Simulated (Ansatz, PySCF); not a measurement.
Noncovalent pair: CH4O (SMILES CO) (first 6 atoms) with C2H6O (SMILES COC); geometry from B3LYP-D3(BJ)/def2-TZVP, rigid monomers moved along the line of their centres of mass till H6···O8 is 1.68 Å.
(charge 0, multiplicity 1):
```xyz
15

C      0.136    -0.072    -0.244
O      0.376     0.920     0.736
H      0.789    -0.945    -0.122
H      0.343     0.372    -1.218
H     -0.905    -0.418    -0.240
H      0.202     0.535     1.611
C     -1.068     0.544     3.843
O     -0.038    -0.128     3.139
C      1.191    -0.147     3.844
H     -0.796     1.587     4.040
H     -1.279     0.045     4.795
H     -1.958     0.518     3.217
H      1.548     0.870     4.042
H      1.915    -0.664     3.217
H      1.087    -0.680     4.795
```

Interaction energies are E(AB) − E(A) − E(B) at the monomers' geometry in the complex; basis-set methods are counterpoise corrected.

Cores are frozen in the correlated methods.

The values were computed with Ansatz (Gaussian orbitals); PySCF for the dispersion terms. Each number belongs to the level named beside it.

PBE/def2-TZVPPD gives -4.24 kcal/mol for the interaction energy.

Task: Predict the shift from PBE, with its sign, for: PBE-D3(BJ)/def2-TZVPPD, r2SCAN/def2-TZVPPD, PBE0/def2-TZVPPD, wB97M-V/def2-TZVPPD, MP2/aug-cc-pVDZ, CCSD(T)/aug-cc-pVDZ.

Result: PBE-D3(BJ)/def2-TZVPPD -1.36; r2SCAN/def2-TZVPPD -0.87; PBE0/def2-TZVPPD -0.17; wB97M-V/def2-TZVPPD -0.94; MP2/aug-cc-pVDZ -0.27; CCSD(T)/aug-cc-pVDZ 0.03 kcal/mol. 1 of 6 lie above PBE; the widest gap is to PBE-D3(BJ)/def2-TZVPPD.

Ansatz is an electronic-structure program.
